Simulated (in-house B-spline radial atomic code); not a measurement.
Settings and results of a run for Ta VI (Ta5+) (with a hole in an inner shell). Computed with a radial B-spline atomic code at the basis-set limit: Dirac-Hartree-Fock, average of the jj configuration, Fermi nucleus of rms radius 5.3507 fm.

In the input, a minus or plus after the letter marks the j = l - 1/2 or j = l + 1/2 subshell.

Command:
```bash
python run_scf.py task.json out
```
Settings (nuclear radius in fm, mass in u):
```
Z                73
configuration    1s2 2s2 2p6 3s2 3p6 3d10 4s2 4p6 4d10 4f-5 4f+8 5s2 5p6 5d1
hamiltonian      dirac
method           hf
spin_polarised   False
nucleus          fermi
rms_radius       5.3507
atomic_mass      180.948
speed_of_light   137.035999084
```

Output (hartree, bohr):
```
 radial grid: 68 intervals, B-splines of order 8, outer radius 25.4386 bohr

 iter        energy (Eh)    residual
    1      -15606.402632    5.98e-01
    2      -15608.490202    3.63e-01
    3      -15610.942886    3.71e-02
    4      -15610.955926    1.48e-02
    5      -15610.958289    2.17e-03
    6      -15610.958348    1.33e-04
    7      -15610.958349    1.03e-04
    8      -15610.958349    1.17e-05
    9      -15610.958349    2.45e-06
   10      -15610.958349    2.54e-07

 total energy                    -15610.95835
 kinetic                           17514.1417
 electron-nucleus                 -38768.9295
 electron-electron                  5643.8294

 first-order corrections (not in the total)
   Gaunt                            18.3346
   retardation                      -1.9415
   frequency dependence             -0.3113
   self-energy                      13.2947
   Uehling                          -2.4574
   Wichmann-Kroll                    0.0956
   recoil                            0.0294

 orbital      occ     eigenvalue          <r>       <r^2>       <1/r>       r_max    small
 1s1/2      2.000     -2495.6039    0.0186625 0.000478696     85.3932     0.01168  7.56e-02
 2s1/2      2.000      -435.8358    0.0782912  0.00730956     20.7552       0.067  1.71e-02
 2p1/2      2.000      -415.6990    0.0649535  0.00524647     20.6782     0.04999  1.71e-02
 2p3/2      4.000      -368.9267    0.0727542  0.00644514     17.4882     0.05669  1.55e-02
 3s1/2      2.000      -104.0744     0.203822   0.0476435     7.63148      0.1886  5.64e-03
 3p1/2      2.000       -95.1507     0.194081   0.0439016     7.53334       0.177  5.56e-03
 3p3/2      4.000       -84.9395     0.208473   0.0504567     6.71405      0.1906  5.11e-03
 3d3/2      4.000       -70.0702     0.182952   0.0393282     6.58823      0.1498  4.97e-03
 3d5/2      6.000       -67.8997     0.187474   0.0411728     6.39137      0.1536  4.84e-03
 4s1/2      2.000       -24.4040     0.458241    0.237056     3.18318      0.4292  1.82e-03
 4p1/2      2.000       -20.6571     0.464541     0.24559     3.07078      0.4299  1.73e-03
 4p3/2      4.000       -18.3050     0.495397    0.279091     2.80232      0.4579  1.58e-03
 4d3/2      4.000       -12.1077     0.514745     0.30698     2.58042      0.4565  1.38e-03
 4d5/2      6.000       -11.7417     0.525608    0.319907     2.51452      0.4658  1.33e-03
 4f5/2      5.000        -4.0233     0.600305    0.443907     2.07977      0.4379  9.56e-04
 4f7/2      8.000        -3.9670     0.607607    0.454758     2.05407      0.4428  9.38e-04
 5s1/2      2.000        -5.4842      1.08357     1.31378     1.23274      0.9845  4.01e-04
 5p1/2      2.000        -4.2324        1.174     1.54954     1.12528        1.05  3.43e-04
 5p3/2      4.000        -3.8582      1.25421     1.76633     1.03757       1.123  3.04e-04
 5d3/2      0.400        -2.3345      1.59183     2.87645    0.800969       1.373  1.88e-04
 5d5/2      0.600        -2.3036      1.62034      2.9774    0.784754       1.401  1.82e-04
```

Run time, properties included: 1.4 s on 1 thread of Arm Neoverse V1, with other jobs on the host.

For the Dirac Hamiltonian the kinetic term is c α·p + (β - 1)c².
